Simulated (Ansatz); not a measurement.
Cost and result for the atomization energy of `Cl[SiH2][NH][GeH2][Cl]` (10 atoms, 9 bonds).

```tsv
atom	x (Å)	y (Å)	z (Å)
Cl1	1.665	-1.895	-1.748
Si2	1.408	-0.694	-0.090
N3	0.244	0.530	-0.336
Ge4	-1.504	0.495	0.182
Cl5	-1.739	1.645	1.996
H6	2.736	-0.106	0.190
H7	0.920	-1.568	0.999
H8	0.528	1.360	-0.836
H9	-1.879	-0.950	0.512
H10	-2.379	1.183	-0.869
```

The species carries charge 0 and has multiplicity 1. Correlated methods include outer-core shells of Ge, which these sets cover unevenly. Scalar relativity is left out up to krypton. All single points use the PBE0-D4/def2-TZVP geometry. It is one conformer, not always the lowest. Program: Ansatz. All runs use 2 threads of an AMD EPYC 7R13 on a shared host and a share of an NVIDIA H100 80 GB. Times are those of one run each, without the atoms' runs, and a repeat can differ threefold. Electronic energies, without spin–orbit coupling; frozen cores. CCSD(T)/CBS adds CCSD(T) − MP2 in def2-TZVPP to the MP2 limit, and its time is that of the two runs behind it. T1 = 0.010. With those shells the extrapolation isn't a true limit. B3LYP takes the VWN-RPA correlation (the form of Gaussian; ORCA's B3LYP/G).

CCSD(T)/CBS is a level of theory with its own doubt, some kJ/mol a heavy atom from the limit and from the frozen cores, so smaller differences don't rank the functionals.

```tsv
level	functions	wall time
ωB97X-V/def2-TZVPP	275	4.3 s
PBE-D4/def2-TZVPP (with forces)	275	4.7 s
B3LYP-D4/def2-TZVPP (with forces)	275	6 s
PBE0-D4/def2-TZVPP	275	6.5 s
r2SCAN-D4/def2-TZVPP (with forces)	275	8.5 s
MP2/def2-QZVPP	506	8.5 s
B2PLYP/def2-TZVPP	275	9 s
CCSD(T)/def2-TZVPP	275	11 s
ωB97M-V/def2-TZVPP (with forces)	275	13 s
CCSD(T)/CBS(def2)	–	20 s
```

Task: What atomization energy does each give, and how far from CCSD(T)/CBS? (An estimate is asked.)

Result: Ansatz gave: 
```csv
level,atomization (kJ/mol),difference from CCSD(T)/CBS,per bond
ωB97X-V/def2-TZVPP,3112.3,18.2,2.0
PBE-D4/def2-TZVPP (with forces),3083.8,-10.3,-1.1
B3LYP-D4/def2-TZVPP (with forces),3057.2,-36.9,-4.1
PBE0-D4/def2-TZVPP,3054.0,-40.1,-4.4
r2SCAN-D4/def2-TZVPP (with forces),3079.9,-14.2,-1.6
MP2/def2-QZVPP,3095.9,1.8,0.2
B2PLYP/def2-TZVPP,3027.8,-66.3,-7.4
CCSD(T)/def2-TZVPP,3002.3,-91.8,-10.2
ωB97M-V/def2-TZVPP (with forces),3087.6,-6.5,-0.7
CCSD(T)/CBS(def2),3094.1,0.0,0.0
```

In def2-TZVPP, CCSD(T) changes the Hartree–Fock value by +784.7 kJ/mol (the triples alone add +47.6 kJ/mol) and MP2 by +823.8 kJ/mol; breaking electron pairs costs correlation energy, which Hartree–Fock lacks. The D4 term adds +46.7 kJ/mol with B3LYP and +24.8 kJ/mol with PBE0; it sums over pairs of atoms, weighted by their polarisabilities, and B3LYP, whose exchange is more repulsive, gets the larger term. From PBE to PBE0 (25 % exact exchange), in def2-TZVPP and without D4, the atomization energy moves by −25.8 kJ/mol: exact exchange takes away binding that semilocal exchange gives to molecules.
